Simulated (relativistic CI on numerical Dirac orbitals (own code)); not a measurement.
# Nb⁴⁺: resonant inelastic scattering at the L2,3 edge

Computed with this model: Dirac-Coulomb-Breit CI, separate exchange-only KLI orbitals for each configuration, QED by a radiative potential, valence Slater integrals scaled by 0.8, Kramers-Heisenberg scattering through one core-hole configuration in a parametric crystal field; configurations [Kr] 4d → [He] 2s2 2p5 3s2 3p6 3d10 4s2 4p6 4d2; 80 K; core-hole width 0.96 eV; summed over polarisations. Incident energies are the highest absorption maxima for each field (at most a few, so the weaker spin-orbit partner edge can be absent), on the computed scale of the free ion. Intensities are in per cent of the strongest line above 0.02 eV; levels within 1 cm⁻¹ are merged; final levels count from the ground level, the first row holds all elastic scattering, lines under 0.4 are left out and each table stops after 24 rows. The scale of the Slater integrals is a model choice and moves the terms in proportion.

Field parameters in Wybourne normalisation: D3d B²₀ = −7Dσ, B⁴₀ = −14Dq − 21Dτ, B⁴₃ = −14√(10/7) Dq. The field is a parameter set, without covalency.

S is read from ⟨S²⟩ = S(S + 1).

D3d, 10Dq = 41600, Dσ = -1200, Dτ = 260 cm⁻¹:

| Final level (eV) | Degeneracy | Irrep | S | 2374.1 eV | 2374.9 eV | 2380.2 eV |
| --- | --- | --- | --- | --- | --- | --- |
| 0.000 | 2 | Γ5+Γ6 | 0.50 | 649.0 | 796.3 | 921.0 |
| 0.085 | 2 | Γ4 | 0.50 | 82.2 | 88.4 | 52.1 |
| 0.312 | 2 | Γ4 | 0.50 | 92.2 | 100.0 | 46.7 |
| 5.438 | 2 | Γ4 | 0.50 | 1.3 | 1.3 | 95.7 |
| 5.450 | 2 | Γ5+Γ6 | 0.50 | 1.1 | 1.1 | 70.1 |

D3d, 10Dq = 41600, Dσ = -860, Dτ = 260 cm⁻¹:

```tsv
Final level (eV)	Degeneracy	Irrep	S	2374.1 eV	2375 eV	2380.2 eV
0.000	2	Γ5+Γ6	0.50	588.8	729.0	910.1
0.064	2	Γ4	0.50	82.8	85.0	55.4
0.197	2	Γ4	0.50	95.3	97.2	42.9
5.385	2	Γ4	0.50	1.2	1.3	100.0
5.395	2	Γ5+Γ6	0.50	0.9	1.1	74.5
```

For the first field the strongest loss at the lowest incident energy is the level at 0.31 eV (S = 0.50, against 0.50 in the thermal ground state).
